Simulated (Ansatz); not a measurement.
Stepwise reaction of `[F][Al]([SH])[SH]` with hydrogen chloride, as a gas-phase model of exchange steps in deposition or etching. ΔE in kJ/mol; ΔG adds harmonic PBE0-D4 terms to CCSD(T)/CBS, at 1 bar.

Gas-phase electronic energies from Ansatz, PBE0-D4/def2-TZVP geometries. CCSD(T)/CBS adds triple-zeta CCSD(T) − MP2 to the extrapolated MP2 energy (def2 sets, frozen cores). This one scheme is used for every species. DFT in def2-TZVPP. B3LYP here is the variant with VWN-RPA as its local correlation; programs differ in this. One conformer a species, not always the lowest.

```json
{"step": "1", "reaction": "`[F][Al]([SH])[SH]` + HCl → `[F][Al]([SH])[Cl]` + H₂S", "PBE-D4": "-42.0", "B3LYP-D4": "-48.6", "ωB97M-V": "-49.0", "CCSD(T)/CBS": "-47.9", "ΔG(500 K)": "-52.5"}
```

**Question.** Give the row of step 2, `[F][Al]([SH])[Cl]` + HCl → `[F][Al]([Cl])[Cl]` + H₂S. (An estimate is asked.)

**Answer.** Ansatz gave: 
| step | reaction | PBE-D4 | B3LYP-D4 | ωB97M-V | CCSD(T)/CBS | ΔG(500 K) |
| --- | --- | --- | --- | --- | --- | --- |
| 2 | `[F][Al]([SH])[Cl]` + HCl → `[F][Al]([Cl])[Cl]` + H₂S | -36.0 | -42.8 | -43.2 | -42.4 | -43.3 |

**Question.** By hand: ΔE of the 2 steps together at CCSD(T)/CBS.

**Answer.** (-47.9) + (-42.4) = -90.3 kJ/mol, or -45.1 kJ/mol a step.

In ΔE each step is higher than the one before. All are downhill at CCSD(T)/CBS. ΔG lies between -52.5 and -43.3 kJ/mol a step. PBE-D4 differs from CCSD(T)/CBS by 5.9 to 6.4 kJ/mol a step. Isolated molecules leave out the surface, adducts and barriers. Largest T1 diagnostic: 0.012.
